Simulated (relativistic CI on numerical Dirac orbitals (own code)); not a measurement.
# Re2+: calculation against measurement

Computed by Dirac-Coulomb-Breit CI, separate exchange-only KLI orbitals for each configuration, model QED, valence Slater integrals scaled by 0.85, P86 correlation energy added to each configuration (own radial code, finite nucleus).

Configurations in the expansion (outside the closed core [Xe] 4f14): 5d⁵, 5d⁴6s, 5d³6s², 5d⁴6p, 5d⁴5f, 5d³6s6p, 5d⁴6d, 5d⁴7s, 5d⁴7p, 5d³5f², 5d⁴8s, 5d⁴7d, 5d³6s7s, 5d³6p², 5d⁴8p, 5d⁴6f, 5d⁴5g, 5d⁴8d, 5d⁴7f, 5d³5f6s, 5d³6p7s. Levels of other configurations are missing.

```csv
Configuration,Term (tabulated),J,Measured (cm⁻¹),Computed,Error,Purity (%)
5d⁵,6S,5/2,0.0,0,0,92
5d⁴6s,6D †,1/2,14396.4,20855,6458,55
5d⁵,4G,7/2,16890.5,18025,1135,74
5d⁴6s,6D †,3/2,17908.9,21692,3783,79
5d⁵,4G,11/2,18020.0,18929,909,88
5d⁵,4G,9/2,18345.6,19165,819,90
5d⁴6s,6D,5/2,19718.8,23828,4109,87
5d⁵,4D,7/2,20453.3,21656,1203,70
5d⁴6s,6D,7/2,22106.2,25716,3609,92
5d⁴6s,6D,9/2,23471.3,27029,3558,65
5d⁵,2I,11/2,26170.1,27265,1095,77
5d⁵,2I,13/2,28587.9,29402,814,99
5d⁵,4F,5/2,30302.3,31345,1043,61
5d⁴6s,4H,9/2,35140.0,39614,4474,61
5d⁴6s,4H,11/2,38167.8,41818,3650,82
5d⁴6s,4H,13/2,39300.2,43269,3968,89
5d⁴6s,2H,9/2,46314.8,50897,4582,68
5d⁴6s,4D,7/2,46718.2,51174,4456,72
5d⁴6s,4D,3/2,47091.0,51620,4529,68
5d⁴6s,2I,13/2,50496.8,54324,3827,88
5d⁴6s,2H,11/2,53402.7,57285,3882,56
```

Measured levels from measured levels as listed in Brasseur, Gamrath and Quinet, At. Data Nucl. Data Tables 157, 101636 (2024); pairs were made by configuration, J and term (by order where the table uses no LS term), so strongly mixed levels may be paired wrongly.

Mean error by configuration (cm⁻¹): 5d⁵ 1003; 5d⁴6s 4059. Over the excited levels the mean absolute error is 2870 cm⁻¹ (20 of the 69 excited levels that our extract of the source holds in range could be paired, and the others can miss by more), and the median relative error of those above 1,000 cm⁻¹ is 8.6 %. Some levels of the ground configuration have no partner. † marks terms whose computed intervals miss the measured ones by more than a factor of 2.5, or configurations far off the rest, from wrong mixing, a near crossing or a doubtful label or measurement; they are left out of the means.
